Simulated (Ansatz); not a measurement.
Molecule: C5H9, charge 0, multiplicity 2. It need not be the lowest isomer of its formula. SMILES: C/C(=C\C)[CH2]
Geometry from a B3LYP-D3(BJ)/def2-TZVP (Ansatz, a first-principles code) optimisation:
```xyz
14

C      1.9518    -0.2624     0.4189
C      0.6132    -0.7812     0.0246
C     -0.5497    -0.0322    -0.1342
C     -0.5323     1.4620     0.0988
C     -1.7331    -0.6388    -0.5056
H      2.3068    -0.7427     1.3381
H      2.7034    -0.4844    -0.3475
H      1.9541     0.8139     0.5844
H      0.5418    -1.8492    -0.1559
H     -1.5194     1.8908    -0.0677
H      0.1687     1.9619    -0.5731
H     -0.2297     1.7024     1.1202
H     -2.6442    -0.0712    -0.6330
H     -1.7808    -1.7058    -0.6803
```
Charge 0, spin multiplicity 2.

Wanted: atomisation energy (electronic, to ground-state atoms), in kJ/mol. Valence correlation only, unless marked. UHF or UKS for open shells. No spin-orbit coupling. Non-relativistic. The coupled-cluster limit lacks core correlation, which all-electron functionals hold. Basis-set limits of correlation are two-point, X^-3; Hartree-Fock from the larger set. [CCSD(T)-MP2]/basis is that difference in the basis named.

```csv
level,program,atomisation energy (kJ/mol),minus last row
HF/STO-3G,Ansatz,5324.1,-347.3
r2SCAN-D3(BJ)/def2-TZVPD,Ansatz + dftd3,5721.2,49.8
PBE0/6-31G*,Ansatz,5738.4,67.0
BHLYP-D4/def2-TZVPD,Ansatz + dftd4,5572.4,-99.0
HSE06-D3(BJ)/def2-TZVPD,Ansatz + dftd3,5746.2,74.8
CAM-B3LYP/def2-TZVPD,Ansatz,5696.3,24.9
PBE-QIDH/def2-TZVPD,Ansatz,5664.0,-7.4
"CCSD/CBS(cc-pVTZ,cc-pVQZ)",Ansatz,5594.0,-77.4
"RI-MP2/CBS(cc-pVTZ,cc-pVQZ)+[CCSD(T)-MP2]/cc-pVDZ",Ansatz,5676.2,4.8
"CCSD(T)/CBS(cc-pVTZ,cc-pVQZ)",Ansatz,5671.4,0.0
```

The UHF reference is spin-contaminated (<S^2> 0.20 over the pure value in the largest basis).
